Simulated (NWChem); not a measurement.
The numbers come from NWChem runs, not from measurements. System: H2O2Zn, charge 0, spin multiplicity 1, at a geometry optimised with PBE0/def2-SVP. The structure started from a generated list of species. Level: RHF/STO-3G.

The NWChem input:

```
start mol
memory heap 200 mb stack 900 mb global 1100 mb
geometry units angstroms nocenter noautoz
  Zn     0.000000     0.000000     0.006604
  O      0.213902     1.752246    -0.071074
  H     -0.404988     2.252772     0.469530
  O     -0.213902    -1.752246    -0.071074
  H      0.404988    -2.252772     0.469530
  symmetry group C2
end
basis spherical
  * library sto-3g
end
scf
  rhf
  nopen 0
  maxiter 100
  thresh 1e-7
  semidirect memsize 60000000 filesize 0
end
task scf energy
```

Output (cleaned and shortened):

```
             Northwest Computational Chemistry Package (NWChem) 7.3.0
             --------------------------------------------------------

                                NWChem Input Module
                                -------------------

 Scaling coordinates for geometry "geometry" by  1.889725989
 (inverse scale =  0.529177249)

 Turning off AUTOSYM since
 SYMMETRY directive was detected!

                             Geometry "geometry" -> ""
                             -------------------------

 Output coordinates in angstroms (scale by  1.889725989 to convert to a.u.)

  No.       Tag          Charge          X              Y              Z
 ---- ---------------- ---------- -------------- -------------- --------------
    1 Zn                  30.0000     0.00000000     0.00000000     0.00660400
    2 O                    8.0000     0.21390200     1.75224600    -0.07107400
    3 H                    1.0000    -0.40498800     2.25277200     0.46953000
    4 O                    8.0000    -0.21390200    -1.75224600    -0.07107400
    5 H                    1.0000     0.40498800    -2.25277200     0.46953000

 Effective nuclear repulsion energy (a.u.)     177.9494719559

            Nuclear Dipole moment (a.u.)
            ----------------------------
        X                 Y               Z
 ---------------- ---------------- ----------------
     0.0000000000    -0.0000000000    -0.0000075589

      Symmetry information
      --------------------

 Group name             C2
 Group number              4
 Group order               2
 No. of unique centers     3

      Symmetry unique atoms

     1    2    3


 Summary of "ao basis" -> "" (spherical)
 ------------------------------------------------------------------------------
       Tag                 Description            Shells   Functions and Types
 ---------------- ------------------------------  ------  ---------------------
 *                           sto-3g                   on all atoms

 Summary of "ao basis" -> "ao basis" (spherical)
 ------------------------------------------------------------------------------
       Tag                 Description            Shells   Functions and Types
 ---------------- ------------------------------  ------  ---------------------
 Zn                          sto-3g                  8       18   4s3p1d
 O                           sto-3g                  3        5   2s1p
 H                           sto-3g                  1        1   1s

                                 NWChem SCF Module
                                 -----------------

  ao basis        = "ao basis"
  functions       =    30
  atoms           =     5
  closed shells   =    24
  open shells     =     0
  charge          =   0.00
  wavefunction    = RHF
  use symmetry    = T
  symmetry adapt  = T

 Summary of "ao basis" -> "ao basis" (spherical)
 ------------------------------------------------------------------------------
       Tag                 Description            Shells   Functions and Types
 ---------------- ------------------------------  ------  ---------------------
 Zn                          sto-3g                  8       18   4s3p1d
 O                           sto-3g                  3        5   2s1p
 H                           sto-3g                  1        1   1s

      Symmetry analysis of basis
      --------------------------

        a          16
        b          14

 Forming initial guess at       0.0s

      Superposition of Atomic Density Guess
      -------------------------------------

 Sum of atomic energies:       -1905.02280774

      Non-variational initial energy
      ------------------------------

 Total energy =   -1904.918395
 1-e energy   =   -3049.503319
 2-e energy   =     966.635453
 HOMO         =       0.561564
 LUMO         =       0.606250

      Symmetry analysis of molecular orbitals - initial
      -------------------------------------------------

  Numbering of irreducible representations:

     1 a           2 b

  Orbital symmetries:

     1 a           2 a           3 b           4 b           5 a
     6 b           7 a           8 a           9 b          10 b
    11 a          12 a          13 b          14 a          15 b
    16 a          17 b          18 a          19 b          20 a
    21 b          22 a          23 b          24 a          25 a
    26 b          27 b          28 a          29 a          30 b

 Starting SCF solution at       0.2s

 ----------------------------------------------
         Quadratically convergent ROHF

 Convergence threshold     :          1.000E-07
 Maximum no. of iterations :          100
 Final Fock-matrix accuracy:          1.000E-09
 ----------------------------------------------

              iter       energy          gnorm     gmax       time
             ----- ------------------- --------- --------- --------
                 1    -1877.5515866559  1.40D+01  9.20D+00      0.2
  Setting level-shift to  29.65 to force positive preconditioner
                 2    -1902.2108885429  4.91D+00  2.48D+00      0.2
  Setting level-shift to   8.15 to force positive preconditioner
                 3    -1904.4581689240  2.08D+00  9.17D-01      0.2
                 4    -1905.1679162794  1.51D+00  9.49D-01      0.2
                 5    -1905.6983150275  1.20D+00  5.32D-01      0.2
                 6    -1905.8566511403  4.70D-01  2.02D-01      0.2
                 7    -1905.9030753029  4.10D-01  1.45D-01      0.2
                 8    -1905.9227867374  1.66D-01  6.22D-02      0.2
  ga_iter_lsolve: convergence stagnant ... aborting solve

 Disabled NR: increased maxiter to 110

                 9    -1905.9362376498  2.19D-01  6.74D-02      0.2
                10    -1906.0240158473  7.61D-01  2.98D-01      0.3
                11    -1906.0320252437  8.45D-01  3.40D-01      0.3
                12    -1906.0991348465  2.88D-01  1.63D-01      0.3
                13    -1906.1140781669  1.92D-01  1.15D-01      0.3
                14    -1906.1189008107  9.42D-02  4.88D-02      0.3
                15    -1906.1197328854  4.31D-02  2.98D-02      0.3
                16    -1906.1199766120  2.62D-02  1.68D-02      0.3
                17    -1906.1200642163  1.71D-02  6.88D-03      0.3
                18    -1906.1201117716  1.44D-02  8.64D-03      0.3
                19    -1906.1201363173  5.97D-03  3.05D-03      0.3
                20    -1906.1201403364  2.56D-03  1.22D-03      0.3
                21    -1906.1201410020  1.20D-03  5.04D-04      0.3
                22    -1906.1201412582  1.14D-03  4.76D-04      0.3
                23    -1906.1201413944  6.79D-04  2.42D-04      0.3
                24    -1906.1201414922  7.49D-04  3.50D-04      0.3
                25    -1906.1201415646  3.43D-04  1.62D-04      0.3
                26    -1906.1201415760  1.27D-04  4.12D-05      0.4
                27    -1906.1201415782  8.44D-05  3.11D-05      0.4
                28    -1906.1201415796  7.27D-05  3.32D-05      0.4
                29    -1906.1201415808  5.08D-05  2.48D-05      0.4
                30    -1906.1201415810  2.23D-05  9.83D-06      0.4
                31    -1906.1201415811  9.99D-06  4.03D-06      0.4
                32    -1906.1201415811  4.32D-06  2.78D-06      0.4
                33    -1906.1201415811  1.55D-06  6.14D-07      0.4
                34    -1906.1201415811  1.36D-06  8.35D-07      0.4
                35    -1906.1201415811  1.34D-06  9.13D-07      0.4
                36    -1906.1201415811  5.57D-07  1.88D-07      0.4
                37    -1906.1201415811  4.92D-07  2.91D-07      0.4
                38    -1906.1201415811  1.46D-07  6.56D-08      0.4
                39    -1906.1201415811  8.47D-08  3.71D-08      0.4

       Final RHF  results
       ------------------

         Total SCF energy =  -1906.120141581098
      One-electron energy =  -3017.813784452754
      Two-electron energy =    933.744170915759
 Nuclear repulsion energy =    177.949471955897

        Time for solution =      0.3s

       Symmetry analysis of molecular orbitals - final
       -----------------------------------------------

  Numbering of irreducible representations:

     1 a           2 b

  Orbital symmetries:

     1 a           2 a           3 b           4 a           5 b
     6 b           7 a           8 a           9 b          10 b
    11 a          12 a          13 b          14 a          15 b
    16 a          17 b          18 a          19 b          20 a
    21 b          22 a          23 b          24 a          25 b
    26 a          27 a          28 b          29 a          30 b

             Final eigenvalues
             -----------------

              1
    1 -349.9529
    2  -43.6996
    3  -39.0712
    4  -39.0376
    5  -39.0376
    6  -20.1120
    7  -20.1116
    8   -5.6135
    9   -3.8647
   10   -3.8378
   11   -3.8375
   12   -1.1840
   13   -1.1756
   14   -0.5600
   15   -0.5523
   16   -0.5310
   17   -0.5081
   18   -0.4620
   19   -0.4620
   20   -0.3924
   21   -0.3620
   22   -0.3167
   23   -0.3072
   24   -0.1735
   25    0.2472
   26    0.2526
   27    0.4731
   28    0.6138
   29    0.7459
   30    0.8404

                       ROHF Final Molecular Orbital Analysis
                       -------------------------------------

 Vector   22  Occ=2.000000D+00  E=-3.166651D-01  Symmetry=a
              MO Center=  1.3D-13,  1.2D-12, -7.4D-02, r^2= 3.4D+00
   Bfn.  Coefficient  Atom+Function         Bfn.  Coefficient  Atom+Function
  ----- ------------  ---------------      ----- ------------  ---------------
    21      0.518596  2 O  px                27     -0.518596  4 O  px
    23      0.394354  2 O  pz                29      0.394354  4 O  pz
    13      0.235807  1 Zn pz

 Vector   23  Occ=2.000000D+00  E=-3.071851D-01  Symmetry=b
              MO Center= -1.3D-13, -9.0D-13, -9.2D-02, r^2= 3.4D+00
   Bfn.  Coefficient  Atom+Function         Bfn.  Coefficient  Atom+Function
  ----- ------------  ---------------      ----- ------------  ---------------
    23      0.594768  2 O  pz                29     -0.594768  4 O  pz
    21      0.285683  2 O  px                27      0.285683  4 O  px
    11      0.191077  1 Zn px

 Vector   24  Occ=2.000000D+00  E=-1.735306D-01  Symmetry=a
              MO Center= -1.6D-14, -4.7D-14,  1.7D-02, r^2= 1.9D+00
   Bfn.  Coefficient  Atom+Function         Bfn.  Coefficient  Atom+Function
  ----- ------------  ---------------      ----- ------------  ---------------
    10      0.805954  1 Zn s                 18      0.427693  1 Zn d  2
    22      0.409144  2 O  py                28     -0.409144  4 O  py
    16      0.254746  1 Zn d  0              20     -0.244171  2 O  s
    26     -0.244171  4 O  s                 21      0.154708  2 O  px
    27     -0.154708  4 O  px                 6     -0.150783  1 Zn s

 Vector   25  Occ=0.000000D+00  E= 2.472250D-01  Symmetry=b
              MO Center=  3.1D-14,  5.2D-15,  1.0D-02, r^2= 2.1D+00
   Bfn.  Coefficient  Atom+Function         Bfn.  Coefficient  Atom+Function
  ----- ------------  ---------------      ----- ------------  ---------------
    11      0.994180  1 Zn px                 7     -0.299111  1 Zn px
    21     -0.252375  2 O  px                27     -0.252375  4 O  px

 Vector   26  Occ=0.000000D+00  E= 2.526043D-01  Symmetry=a
              MO Center=  1.9D-14, -4.0D-14, -5.6D-02, r^2= 2.1D+00
   Bfn.  Coefficient  Atom+Function         Bfn.  Coefficient  Atom+Function
  ----- ------------  ---------------      ----- ------------  ---------------
    13      0.993837  1 Zn pz                 9     -0.298093  1 Zn pz
    23     -0.273343  2 O  pz                29     -0.273343  4 O  pz

 Vector   27  Occ=0.000000D+00  E= 4.731454D-01  Symmetry=a
              MO Center=  1.2D-14, -4.8D-15,  2.7D-02, r^2= 1.0D+00
   Bfn.  Coefficient  Atom+Function         Bfn.  Coefficient  Atom+Function
  ----- ------------  ---------------      ----- ------------  ---------------
    18      0.720815  1 Zn d  2              10     -0.450982  1 Zn s
    16      0.425624  1 Zn d  0              20      0.271153  2 O  s
    26      0.271153  4 O  s                 22     -0.223309  2 O  py
    28      0.223309  4 O  py                24     -0.174433  3 H  s
    30     -0.174433  5 H  s

 center of mass
 --------------
 x =   0.00000000 y =  -0.00000000 z =  -0.01746364

 moments of inertia (a.u.)
 ------------------
         389.425392421588         -36.250232890650           0.000000000000
         -36.250232890650           8.551449135194           0.000000000000
           0.000000000000           0.000000000000         393.688791292320

  Mulliken analysis of the total density
  --------------------------------------

    Atom       Charge   Shell Charges
 -----------   ------   -------------------------------------------------------
    1 Zn  30    29.27   2.00  2.00  6.00  2.00  5.92  1.73  1.08  8.55
    2 O    8     8.49   2.00  1.84  4.66
    3 H    1     0.87   0.87
    4 O    8     8.49   2.00  1.84  4.66
    5 H    1     0.87   0.87

       Multipole analysis of the density wrt the origin
       ------------------------------------------------

     L   x y z        total         open         nuclear
     -   - - -        -----         ----         -------
     0   0 0 0     -0.000000      0.000000     48.000000

     1   1 0 0      0.000000      0.000000      0.000000
     1   0 1 0      0.000000      0.000000     -0.000000
     1   0 0 1      0.445597      0.000000     -0.000008

     2   2 0 0    -17.121511      0.000000      3.785670
     2   1 1 0     -3.379656      0.000000     14.899379
     2   1 0 1     -0.000000      0.000000      0.000000
     2   0 2 0    -22.496327      0.000000    211.677766
     2   0 1 1     -0.000000      0.000000      0.000000
     2   0 0 2    -16.917537      0.000000      1.867843

 Task  times  cpu:        0.4s     wall:        0.4s

 Total times  cpu:        0.5s     wall:        0.5s
```
